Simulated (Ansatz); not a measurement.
# Worked example: Ga(CH3)2(NH2) + C4H9NO → Ga(CH3)(NH2)2 + C5H10O

Species: Ga(CH3)2(NH2), singlet; C4H9NO (butyramide) `CCCC(N)=O`, singlet; Ga(CH3)(NH2)2, singlet; C5H10O (2-pentanone) `CCCC(C)=O`, singlet. The partners trade CH3 for NH2: Ga–CH3 and C–NH2 bonds give way to Ga–NH2 and C–CH3.

Shapes, held fixed at every level: PBE0-D4/def2-TZVP. Flexible molecules stand in one conformer, not always the lowest. Programs: Ansatz 0.2.0. Electronic energies: no zero-point or thermal term.

At CCSD(T)/def2-TZVPP; 1 Eh = 2625.50 kJ/mol:

```
      species   energy (Eh)
Ga(CH3)2(NH2)  -2059.052817
       C4H9NO   -287.377605
Ga(CH3)(NH2)2  -2075.109282
       C5H10O   -271.321102
```

Question: Work out ΔE of the reaction at this level.

Answer: 
1. Products less reactants: (-2075.109282) + (-271.321102) − [(-2059.052817) + (-287.377605)] = 0.000038 Eh = +0.1 kJ/mol.

Other levels give -1.1 (CCSD/def2-TZVPP) to +17.9 kJ/mol (PBE-D4/def2-TZVPP). No measured value is set beside it here. Relativity is left out for Ga unless named. Correlated rows may include outer-core shells of Ga, which these sets cover unevenly.
